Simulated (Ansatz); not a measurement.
Relaxation of ClFGeH4O (8 atoms, charge 0, multiplicity 1), to a largest force component of 0.03 eV/Å in at most 50 steps.

All numbers below come from RKS PBE/def2-SVP in Ansatz 0.2.0.

```xyz
8
Properties=species:S:1:pos:R:3:forces:R:3
Ge -0.145 0.224 0.003 -0.17 0.30 -0.09
Cl -0.068 0.462 2.209 0.08 -0.21 -0.01
H 1.323 0.095 -0.459 0.02 -0.01 -0.02
H -0.896 1.470 -0.517 0.02 -0.02 0.00
O -1.191 -1.155 -0.416 0.09 -0.08 0.06
H -0.728 -1.958 -0.089 -0.05 0.06 -0.06
F 0.871 -2.305 0.966 0.16 -0.45 -0.33
H 0.731 -1.944 1.816 -0.15 0.41 0.46
```

Where does it end, and by what steps?

The forces met the threshold. The force dipped under the threshold on the way, but the program's further checks kept it going. After 8 steps the energy has fallen by 0.122 eV; F7 moved furthest, 0.36 Å.

```tsv
step	energy less start (eV)	largest force component (eV/Å)	accepted
0	0.0000	0.458	yes
1	0.0069	1.794	no
2	-0.0605	0.415	yes
3	-0.0873	0.563	yes
4	-0.1062	0.287	yes
5	-0.1105	0.437	yes
6	-0.1185	0.262	yes
7	-0.1214	0.026	yes
8	-0.1217	0.024	yes
```

```xyz
8
Properties=species:S:1:pos:R:3
Ge -0.133 0.269 -0.065
Cl 0.147 0.286 2.155
H 1.309 0.281 -0.625
H -1.017 1.481 -0.414
O -1.062 -1.188 -0.463
H -0.581 -1.958 -0.076
F 0.682 -2.509 1.202
H 0.551 -1.774 1.797
```

Whether the end is a true minimum wasn't checked by a vibrational analysis.

Run time: 20 s on 2 threads of Intel(R) Xeon(R) Platinum 8488C (Sapphire Rapids) (shared host), peak memory 0.17 GiB.
